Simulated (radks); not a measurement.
Task: The europium ion Eu55+, 8 electrons, occupied as [He] 2s2 2p4. Method: Dirac Kohn-Sham, BLYP, spin-unpolarised, spherical densities, finite nucleus; open shells fill j = l - 1/2 first; Fermi nuclear charge, rms radius 5.1115 fm; computed with a radial shooting solver on a logarithmic mesh with Libxc functionals. Some entries of the table are withheld. Estimate them.

orbital  occ.  eigenvalue (eV)  <r^2> (bohr^2)
1s1/2       2        -53198.94       0.0006765
2s1/2       2              (1)             (2)
2p1/2       2        -12017.37        0.007175
2p3/2       2        -11320.95        0.008269
3s1/2       0              (3)             (4)
3p1/2       0        -5099.837             (5)
3p3/2       0        -4911.274             (6)

Result: 
(1) 2s1/2 eigenvalue (eV): -12305.05
(2) 2s1/2 <r^2> (bohr^2): 0.009989
(3) 3s1/2 eigenvalue (eV): -5202.909
(4) 3s1/2 <r^2> (bohr^2): 0.05529
(5) 3p1/2 <r^2> (bohr^2): 0.04923
(6) 3p3/2 <r^2> (bohr^2): 0.05368
